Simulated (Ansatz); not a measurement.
CH₅FGeN, SMILES `C[NH][GeH][F]` radical, relaxed with UKS PBE-D4/def2-SVP in Ansatz 0.2.0 from a rough embedded geometry. The force threshold is 0.03 eV/Å; the program also tests the step.

Charge 0, multiplicity 2.

Start:

```xyz
9

C    -0.373    0.681    0.674
N    -0.876   -0.012   -0.477
Ge    0.383   -1.268   -0.957
F     1.997   -0.451   -1.355
H    -1.176    1.468    1.001
H    -0.309   -0.020    1.583
H     0.576    1.206    0.537
H    -0.884    0.698   -1.240
H     0.662   -2.301    0.234
```

| step | energy (eV) | largest force (eV/Å) | largest move (Å) |
| --- | --- | --- | --- |
| 1 | -61817.5546 | 2.567 | 0.000 |
| 2 | -61817.7901 | 0.911 | 0.139 |
| 3 | -61817.8491 | 0.477 | 0.052 |
| 4 | -61817.8718 | 0.215 | 0.064 |
| 5 | -61817.8816 | 0.113 | 0.137 |
| 6 | -61817.8834 | 0.065 | 0.044 |
| 7 | -61817.8840 | 0.058 | 0.027 |
| 8 | -61817.8846 | 0.058 | 0.029 |
| 9 | -61817.8860 | 0.089 | 0.046 |
| 10 | -61817.8890 | 0.133 | 0.069 |
| 11 | -61817.8947 | 0.175 | 0.091 |
| 12 | -61817.9033 | 0.210 | 0.097 |
| 13 | -61817.9144 | 0.249 | 0.089 |
| 14 | -61817.9510 | 0.365 | 0.195 |
| 15 | -61817.9893 | 0.357 | 0.199 |
| 16 | -61818.0014 | 1.026 | 0.200 |
| 17 | -61818.0428 | 0.628 | 0.200 |
| 18 | -61818.0842 | 0.242 | 0.199 |
| 19 (rejected) | -61818.0760 | 0.523 | 0.181 |
| 20 | -61818.0907 | 0.038 | 0.076 |
| 21 | -61818.0915 | 0.059 | 0.069 |
| 22 | -61818.0918 | 0.022 | 0.014 |

End:

```xyz
9

C    -0.564    0.791    0.821
N     0.059    0.339   -0.407
Ge    0.275   -1.469   -0.828
F     1.308   -1.366   -2.272
H    -1.671    0.907    0.763
H    -0.347    0.074    1.640
H    -0.147    1.773    1.134
H    -0.110    0.958   -1.209
H     1.197   -2.008    0.358
```

Run time 20 s (4 threads of an Intel Xeon 6975P-C on a shared host); peak host memory 0.2 GiB.
